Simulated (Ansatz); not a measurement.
# How methods differ on SnH3F (SMILES [F][SnH3])

The species is SnH3F (5 atoms), meant as a singlet with charge 0. SMILES: `[F][SnH3]`. The shape is that of a PBE0-D4/def2-TZVP optimisation.

```xyz
5

F    -1.2850    0.7183    1.0050
Sn    0.1004   -0.0659   -0.0790
H    -0.5284   -0.0548   -1.6591
H     0.3189   -1.6265    0.5606
H     1.4441    0.9552    0.1310
```

Each level gives the energy change with the Sn2–H4 bond stretched from 1.701 to 4.252 Å (eV). The values are calculated.

```
                      level                    kind  program  value (eV)  less CCSD(T)/STO-3G  CPU time (all runs)
  SVWN5/STO-3G (restricted)                     LDA   Ansatz        6.31                +1.96                2.7 s
 revPBE/STO-3G (restricted)                     GGA   Ansatz        5.93                +1.58                3.5 s
 r2SCAN/STO-3G (restricted)                meta-GGA   Ansatz        6.52                +2.17                8.9 s
  B3LYP/STO-3G (restricted)           global hybrid   Ansatz        6.80                +2.45                3.7 s
r2SCAN0/STO-3G (restricted)         hybrid meta-GGA   Ansatz        7.39                +3.04                8.4 s
  HSE06/STO-3G (restricted)  range-separated hybrid   Ansatz        7.03                +2.68                4.5 s
 B2PLYP/STO-3G (restricted)           double hybrid   Ansatz        6.05                +1.70                5.1 s
RPA@PBE/STO-3G (restricted)                     RPA   Ansatz        5.09                +0.74                5.1 s
    MP2/STO-3G (restricted)     perturbation theory   Ansatz        5.69                +1.34                1.2 s
CCSD(T)/STO-3G (restricted)   coupled cluster or CI   Ansatz        4.35                 0.00                1.2 s
```

CCSD(T)/STO-3G (restricted) is the highest level here, not the true value. Its T1 diagnostic reaches 0.030, a sign that one reference may not serve. At this stretch a single reference begins to fail. All-electron rows without a relativistic Hamiltonian named are non-relativistic. The first shape isn't each level's own minimum. The values span 4.35 to 7.39 eV. All rows use very small basis sets, so none should be taken for the real molecule's value. In the correlated wave-function rows the outer d shell of Sn is correlated, in sets not made for it. Times are those of the runs behind each value, whatever else they computed, on shared processors of several kinds: orders of magnitude only.
